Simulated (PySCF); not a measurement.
## Correlation energy of V¹⁹⁺ (vanadium, charge +19)

Starting occupation: [He] 2s2. All numbers are calculated (PySCF 2.14, X2C-1e with screened-nucleus spin-orbit coupling, Gaussian nucleus, in an uncontracted even-tempered set (17 s from 1 bohr⁻², ratio 2.6; 11 p from 1.4 bohr⁻², ratio 2.6; 7 d from 1.4 bohr⁻², ratio 2.8; 4 f from 30 bohr⁻², ratio 2.8)). Frozen: nothing; 4 electrons correlated; the 28 highest virtual spinors left out.

MP2 pair energies summed by pair of shells (mhartree):

```csv
pair,energy,share (%)
2s1/2-2s1/2,-147.59,71.8
1s1/2-1s1/2,-42.48,20.7
1s1/2-2s1/2,-15.41,7.5
```

Total MP2 correlation energy: -205.49 mhartree.

The virtual space was cut to 50 spinors, which keep -192.78 of the -205.49 mhartree of MP2 correlation.

```
  level  correlation energy (mhartree)
   CCSD                        -303.39
    (T)                          -0.53
CCSD(T)                        -303.92
```

Diagnostics: T1 = 0.00099, largest double amplitude 0.141.

Question: Is a single reference adequate?

Answer: Mostly. T1 lies below 0.03, but a double amplitude of this size points to a near-degeneracy that CCSD handles and MP2 describes poorly.

The coupled-cluster values are those of the cut space; adding the MP2 remainder, -12.71 mhartree, estimates the full space.
